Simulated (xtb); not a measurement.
Al(F)(Cl)(vinyl) (C2H3AlClF), SMILES C=[CH][Al]([Cl])[F]. All values are semi-empirical tight-binding results from xtb (GFN2-xTB unless named), good for trends rather than for accurate numbers. The structure is a stationary point at GFN2-xTB. Other conformers were not sampled.

Optimised geometry:

```xyz
8

Al     0.4556     0.1567     0.0000
F      1.9697     0.8254     0.0000
Cl    -1.1426     1.4026     0.0000
C      0.3510    -1.8109     0.0000
C     -0.8215    -2.4381     0.0000
H      1.2611    -2.4066     0.0000
H     -0.9096    -3.5166     0.0000
H     -1.7540    -1.8924     0.0000
```

For metal compounds this method's bond lengths and energies can be far off.

**Question.** Estimate the properties. (The exact figures need the calculation; the answer reports its results.)

**Answer.** 
- point group as xtb finds it: Cs
- orbital gap: 4.20 eV
- zero-point energy: 27.8 kcal/mol
- G − E(el) at 298.15 K (modified RRHO): 7.7 kcal/mol

Computed atomic charges and the Wiberg bond orders between heavy atoms:
charges (e) Al1 0.40, F2 -0.26, Cl3 -0.15, C4 -0.11, C5 -0.06, H6 0.07, H7 0.05, H8 0.06. Bond orders Al1–F2 1.23, Al1–Cl3 1.34, Al1–C4 0.99, C4–C5 1.93.
